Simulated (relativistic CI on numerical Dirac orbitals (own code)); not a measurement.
## Electric-dipole transitions in Cd³⁹⁺

Calculated at this level of theory: Dirac-Coulomb-Breit CI, KLI orbitals optimised for each configuration, model QED (radiative potential, 1s self-energy scaled to tabulated hydrogen-like ionisation energies), unscaled Slater integrals (own radial code, finite nucleus).

Configuration list (outside the closed core 1s2): 2s2 2p5, 2s 2p6, 2p6 3s, 2p6 3p, 2p6 3d, 2s2 2p4 3s, 2s2 2p4 3p, 2s2 2p4 3d, 2s 2p5 3s, 2s 2p5 3p, 2s 2p5 3d, 2s2 2p4 4s, 2s2 2p4 4p, 2s2 2p4 4d, 2s2 2p4 4f, 2s 2p5 4s. Levels of other configurations are missing.

| λ vac (Å) | Lower | Upper | A (s⁻¹) | log gf | S velocity/length |
| --- | --- | --- | --- | --- | --- |
| 2.6579 | 2s2 2p5 2P°_1/2 [2] | 2s2 2p4 4d 2D_3/2 [179] | 1.24e+14 | -0.28 | 0.97 |
| 2.6641 | 2s2 2p5 2P°_3/2 [1] | 2s2 2p4 4d 2D_5/2 [133] | 1.10e+14 | -0.16 | 0.97 |
| 3.1927 | 2s2 2p5 2P°_3/2 [1] | 2s 2p5 3p 2P_3/2 [68] | 7.08e+13 | -0.36 | 0.97 |
| 3.2856 | 2s2 2p5 2P°_1/2 [2] | 2s2 2p4 3d 2D_3/2 [79] | 2.38e+14 | 0.19 | 0.98 |
| 3.2918 | 2s2 2p5 2P°_3/2 [1] | 2s2 2p4 3d 2P_3/2 [53] | 2.77e+14 | 0.25 | 0.97 |
| 3.2920 | 2s2 2p5 2P°_3/2 [1] | 2s2 2p4 3d 2D_5/2 [52] | 2.37e+14 | 0.36 | 0.99 |
| 3.2953 | 2s2 2p5 2P°_3/2 [1] | 2s2 2p4 3d 2S_1/2 [50] | 2.59e+14 | -0.07 | 0.97 |
| 3.3043 | 2s 2p6 2S_1/2 [3] | 2s 2p5 3d 2P°_1/2 [106] | 3.61e+14 | 0.07 | 0.98 |
| 3.3063 | 2s 2p6 2S_1/2 [3] | 2s 2p5 3d 2P°_3/2 [104] | 2.19e+14 | 0.16 | 0.98 |
| 3.3105 | 2s2 2p5 2P°_3/2 [1] | 2s2 2p4 3d 4F_5/2 [43] | 7.89e+13 | -0.11 | 0.98 |
| 3.4486 | 2s2 2p5 2P°_1/2 [2] | 2s2 2p4 3d 2P_1/2 [58] | 4.36e+14 | 0.19 | 0.97 |
| 3.4490 | 2s2 2p5 2P°_3/2 [1] | 2s2 2p4 3d 2D_5/2 [29] | 1.75e+14 | 0.27 | 0.99 |
| 3.4538 | 2s2 2p5 2P°_1/2 [2] | 2s2 2p4 3d 2D_3/2 [57] | 3.86e+14 | 0.44 | 0.98 |
| 3.4599 | 2s2 2p5 2P°_3/2 [1] | 2s2 2p4 3d 2D_3/2 [28] | 1.82e+14 | 0.12 | 0.97 |
| 3.4643 | 2s 2p6 2S_1/2 [3] | 2s 2p5 3d 2P°_3/2 [94] | 3.09e+14 | 0.35 | 0.98 |
| 3.4658 | 2s2 2p5 2P°_3/2 [1] | 2s2 2p4 3d 2D_5/2 [27] | 1.80e+14 | 0.29 | 0.99 |
| 3.4735 | 2s2 2p5 2P°_3/2 [1] | 2s2 2p4 3d 2D_3/2 [26] | 7.42e+13 | -0.27 | 0.97 |
| 3.4792 | 2s2 2p5 2P°_3/2 [1] | 2s2 2p4 3d 2P_1/2 [25] | 1.24e+14 | -0.35 | 0.97 |
| 3.4939 | 2s 2p6 2S_1/2 [3] | 2s 2p5 3d 2P°_1/2 [87] | 2.41e+14 | -0.05 | 0.98 |
| 9.6978 | 2s2 2p4 3s 4P_5/2 [4] | 2s2 2p4 4p 4D°_7/2 [121] | 7.05e+12 | -0.10 | 1.01 |
| 10.018 | 2s2 2p4 3p 2D°_5/2 [8] | 2s2 2p4 4d 2F_7/2 [127] | 1.43e+13 | 0.24 | 0.99 |
| 10.400 | 2s2 2p4 3p 4D°_5/2 [34] | 2s2 2p4 4d 4F_7/2 [166] | 1.78e+13 | 0.36 | 0.99 |
| 10.411 | 2s2 2p4 3p 2F°_7/2 [37] | 2s2 2p4 4d 2G_9/2 [173] | 1.82e+13 | 0.47 | 0.99 |
| 10.413 | 2s2 2p4 3p 2D°_5/2 [10] | 2s2 2p4 4d 2F_7/2 [129] | 1.49e+13 | 0.29 | 0.99 |
| 10.417 | 2s2 2p4 3p 4D°_7/2 [11] | 2s2 2p4 4d 4F_9/2 [130] | 1.82e+13 | 0.47 | 0.99 |
| 10.429 | 2s2 2p4 3p 2P°_3/2 [14] | 2s2 2p4 4d 2D_5/2 [145] | 1.60e+13 | 0.19 | 0.99 |
| 11.023 | 2s2 2p4 3d 4D_3/2 [18] | 2s2 2p4 4f 4F°_5/2 [136] | 1.79e+13 | 0.29 | 0.99 |
| 11.039 | 2s2 2p4 3d 2G_7/2 [47] | 2s2 2p4 4f 2H°_9/2 [185] | 3.49e+13 | 0.80 | 1.00 |
| 11.040 | 2s2 2p4 3d 4D_3/2 [42] | 2s2 2p4 4f 4G°_5/2 [178] | 2.50e+13 | 0.44 | 0.99 |
| 11.040 | 2s2 2p4 3d 4D_5/2 [19] | 2s2 2p4 4f 4F°_7/2 [134] | 1.91e+13 | 0.44 | 0.99 |
| 11.065 | 2s2 2p4 3d 4F_7/2 [22] | 2s2 2p4 4f 2G°_9/2 [135] | 3.19e+13 | 0.77 | 1.00 |
| 11.104 | 2s2 2p4 3d 2D_3/2 [28] | 2s2 2p4 4f 2F°_5/2 [146] | 1.95e+13 | 0.33 | 0.99 |
| 11.106 | 2s2 2p4 3d 4F_5/2 [43] | 2s2 2p4 4f 4G°_7/2 [177] | 2.91e+13 | 0.63 | 0.99 |
| 11.119 | 2s2 2p4 3d 4F_7/2 [45] | 2s2 2p4 4f 4G°_9/2 [180] | 3.65e+13 | 0.83 | 0.99 |
| 11.131 | 2s2 2p4 3d 2G_9/2 [51] | 2s2 2p4 4f 2H°_11/2 [189] | 3.73e+13 | 0.92 | 1.00 |
| 11.132 | 2s2 2p4 3d 2F_7/2 [23] | 2s2 2p4 4f 2G°_9/2 [139] | 3.15e+13 | 0.77 | 0.99 |
| 11.142 | 2s2 2p4 3d 4F_9/2 [24] | 2s2 2p4 4f 4G°_11/2 [140] | 3.73e+13 | 0.92 | 1.00 |
| 11.150 | 2s2 2p4 3d 2D_5/2 [52] | 2s2 2p4 4f 2G°_7/2 [188] | 2.03e+13 | 0.48 | 1.00 |
| 11.159 | 2s2 2p4 3d 2D_5/2 [55] | 2s2 2p4 4f 2F°_7/2 [192] | 2.70e+13 | 0.61 | 0.99 |
| 11.182 | 2s2 2p4 3d 2F_5/2 [48] | 2s2 2p4 4f 4D°_7/2 [182] | 3.28e+13 | 0.69 | 0.99 |
| 11.192 | 2s2 2p4 3d 2D_5/2 [29] | 2s2 2p4 4f 2F°_7/2 [147] | 3.38e+13 | 0.71 | 0.99 |
| 11.202 | 2s2 2p4 3d 2F_7/2 [56] | 2s2 2p4 4f 2G°_9/2 [193] | 3.10e+13 | 0.77 | 1.00 |
| 11.221 | 2s2 2p4 3d 2P_1/2 [25] | 2s2 2p4 4f 2D°_3/2 [142] | 2.24e+13 | 0.23 | 0.99 |
| 11.365 | 2s2 2p4 3d 2D_5/2 [27] | 2s2 2p4 4f 2F°_7/2 [141] | 2.57e+13 | 0.60 | 0.99 |
| 97.847 | 2s2 2p4 3s 4P_5/2 [4] | 2s2 2p4 3p 4D°_7/2 [11] | 6.13e+10 | -0.15 | 1.12 |

Terms are leading LS components. Brackets give the number of a level in order of energy, since labels repeat. The list gives strong lines, with weight on those to low levels, among the lowest 200 of 207 levels, so that lines to higher ones, which can be the strongest, are missing. Levels whose partners in the same complex of configurations lie outside the list can be far off, and so can their lines. Rates are taken at the computed energies, electric ones in the length gauge. A velocity-to-length ratio far from 1 marks an uncertain rate.

At this charge energies of transitions that change n are usually good to better than 1 %, and those within a shell (Δn = 0) to a few per cent.

LS names give the leading component of a level, which can be under half, so a name can repeat, a term be missing and a line seem to break the LS rules.
